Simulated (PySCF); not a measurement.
Worked example: refractive index and permittivity of the vapour

Mg(Br)(SMe) (CH₃BrMgS), SMILES C[S][Mg][Br].

Geometry: PBE0-D3(BJ)/def2-SVP. The structure was generated by enumeration; whether it is a known compound was not checked. The values are those of a single conformer.

PBE/def2-TZVP (PySCF) gives a mean static polarisability of 82.2 bohr³ and a dipole moment of 1.76 D. Take an ideal gas at 298.15 K and 0.01 bar, whether or not the substance is that volatile.

Work out n − 1 in the optical limit and the static ε − 1.


Polarisability volume α' = 82.2 × 0.148185 = 12.18 Å³. Number density N = p/kT = 2.43e-7 Å⁻³.
Dilute limit of Lorentz–Lorenz: n − 1 = 2π N α' = 1.9e-5.
Orientation term of Debye: μ²/(3kT) = 8.098 Å³ × μ²(D²) = 25.08 Å³.
ε − 1 = 4π N (α' + μ²/3kT) = 0.00011. Orientation of the dipole supplies 67 % of the static response; it can't follow optical fields. Vibrational polarisation and dispersion are left out.
